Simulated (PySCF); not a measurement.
Z-matrix (Å, degrees):
```
Si
H 1 1.4880
H 1 1.4897 2 109.09
Si 1 2.3188 2 107.66 3 119.29
C 4 1.7070 1 122.36 2 9.32
H 5 1.0842 4 121.74 1 -3.15
H 5 1.0845 6 115.47 4 179.09
H 4 1.4845 5 119.73 6 -179.58
Si 1 2.3400 2 110.63 3 -120.48
H 9 1.4864 1 109.52 2 -57.02
H 9 1.4875 10 108.85 1 119.48
H 9 1.4876 10 109.16 11 118.65
```
Charge 0, spin multiplicity 1.

Question: What is the computed total energy, HOMO and LUMO (PBE0-D3(BJ)/def2-TZVP (PySCF))?

Answer: 
```yaml
total_energy: -910.9649 Ha
HOMO: -6.56 eV
LUMO: -1.62 eV
```
